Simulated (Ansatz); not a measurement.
`BN=C=C` + `NCCN` → `BNCCN` + `C=C=N`  (ligand exchange at a B–N bond)

Gas-phase electronic energies from Ansatz, PBE0-D4/def2-TZVP geometries. CCSD(T)/CBS adds triple-zeta CCSD(T) − MP2 to the extrapolated MP2 energy (def2 sets, frozen cores). This one scheme is used for every species. Functionals use def2-TZVPP. One conformer a species, not always the lowest.

`BN=C=C`:

Cartesian coordinates in Å:
```
B 0.343 0.897 -1.689
N 0.100 0.261 -0.491
C -0.111 -0.291 0.548
C -0.342 -0.895 1.685
H 0.418 0.235 -2.681
H 0.469 2.084 -1.689
H -0.461 -1.969 1.717
H -0.416 -0.323 2.600
```

`NCCN`:

Z-matrix (Å, degrees):
```
C
C 1 1.521
N 1 1.455 2 110.8
H 1 1.104 2 108.9 3 125.5
H 1 1.095 2 108.6 3 -118.7
N 2 1.452 1 115.9 3 -60.1
H 2 1.095 1 108.8 3 177.5
H 2 1.094 1 108.6 3 61.3
H 3 1.013 1 110.3 2 71.9
H 3 1.012 1 110.8 2 -170.3
H 6 1.013 2 111.4 1 -54.7
H 6 1.012 2 110.9 1 65.6
```

`BNCCN`:

Z-matrix (Å, degrees):
```
C
N 1 1.443
C 1 1.518 2 111.2
H 1 1.092 2 108.9 3 121.9
H 1 1.100 2 110.4 3 -120.8
B 2 1.381 1 127.4 3 -131.2
H 2 1.011 1 111.4 3 46.2
N 3 1.456 1 109.6 2 -59.1
H 3 1.100 1 109.1 2 175.5
H 3 1.094 1 108.6 2 58.8
H 6 1.198 2 119.0 1 179.0
H 6 1.200 2 119.1 1 -1.0
H 8 1.013 3 110.8 1 -75.6
H 8 1.011 3 111.4 1 165.1
```

`C=C=N`:

```xyz
6

C    -0.797    0.038    0.553
C     0.271   -0.156   -0.173
N     1.253   -0.451   -0.828
H    -0.708    0.205    1.617
H    -1.775    0.043    0.092
H     1.755    0.322   -1.261
```

```csv
level,ΔE (kJ/mol)
r2SCAN-D4,-31.0
PBE0-D4,-33.7
PBE,-28.8
PBE0,-32.5
MP2/def2-TZVPP,-40.0
CCSD(T)/def2-TZVPP,-41.7
HF/def2-QZVPP,-34.2
CCSD/CBS(def2),-39.3
```

Q: What does CCSD(T)/CBS give? (An estimate is asked.)

A: The calculation gave: -39.4 kJ/mol. The listed levels differ from it by 8.4, 5.7, 10.6, 6.9, -0.6, -2.3, 5.2, 0.1 kJ/mol.

Largest T1 diagnostic among the species: 0.017.

In def2-TZVPP, CCSD(T) changes the Hartree–Fock value by −6.9 kJ/mol (the triples alone add −0.1 kJ/mol) and MP2 by −5.2 kJ/mol. From PBE to PBE0 (25 % exact exchange), in def2-TZVPP and without D4, ΔE moves by −3.7 kJ/mol.
